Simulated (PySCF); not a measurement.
Cl₃Ga, SMILES [Ga-]([Cl])([Cl])[Cl], charge -1, multiplicity 2. Atoms are numbered in the order given.

```xyz
4

Ga     0.0000     0.0000    -0.5053
Cl    -1.8750     1.0825     0.3072
Cl     0.0000    -2.1650     0.3072
Cl     1.8750     1.0825     0.3072
```
Charge -1, spin multiplicity 2.

Geometry: PBE-D3(BJ)/def2-SVPD.

Computed with PBE-D3(BJ)/def2-SVPD (PySCF 2.14.0).

Frequencies are harmonic and unscaled.

Modes within 1.5 cm⁻¹ of each other (mostly degenerate sets) share a row, with their intensities summed.

Problem. List the normal modes with their intensities. (An estimate is asked for; the answer gives what the named calculation found.)

Solution. 
| mode | ν (cm⁻¹) | IR (km/mol) | moving atoms (share of kinetic energy) |
|---|---|---|---|
| 1–2 | 93 | 2.0 | Cl 88 %, Ga 12 % |
| 3 | 119 | 3.5 | Cl 62 %, Ga 38 % |
| 4 | 280 | 18.8 | Cl 78 %, Ga 22 % |
| 5–6 | 301 | 210.2 | Cl 58 %, Ga 42 % |
